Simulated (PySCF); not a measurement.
**Bond length, frequency and bond energy of AsSe by level of theory**

State: ²Π (doublet), unpaired electrons π ↑. Set-up: As cc-pVDZ-PP with ECP10, Se cc-pVDZ-PP with ECP10; scalar-relativistic core potentials (PySCF 2.14). De refers to As + Se in their high-spin ground configurations, without counterpoise correction. The functionals are run spin-unrestricted. A positive dipole means As(−)Se(+). Levels whose curve was spin-contaminated or gave no clean fit are not listed.

| Level | Re (Å) | ωe (cm⁻¹) | De (eV) | μ (D) |
| --- | --- | --- | --- | --- |
| UHF-CCSD | 2.168 | 402 | 2.41 | n/a |
| PBE | 2.182 | 389 | 3.78 | -0.81 |
| PW91 | 2.181 | 389 | 3.82 | -0.81 |
| r²SCAN | 2.157 | 409 | 3.45 | -0.87 |
| PBE0 | 2.150 | 418 | 3.31 | -0.96 |

Q: What does a quarter of exact exchange do here, going from PBE to PBE0?

A: PBE0 less PBE: -3.2 pm in Re, +7.5 % in ωe, -0.47 eV in De. Exact exchange removes part of the self-interaction that spreads semilocal densities, and in most molecules shortens and stiffens the bond and lowers De; so it does here.

Correlated steps freeze 8 core orbitals. Correlated levels converge slowly with the basis: in double zeta they bind strong bonds too weakly, by up to about 1 eV, and carry superposition errors of some tenths. Spin–orbit coupling is left out. The state was picked by a PBE0 search and need not be the measured ground state.

The whole job (state search and all levels along the bond) took about 2.7 min on 1 thread of Arm Neoverse V2 (shared host), peak memory 0.49 GiB.
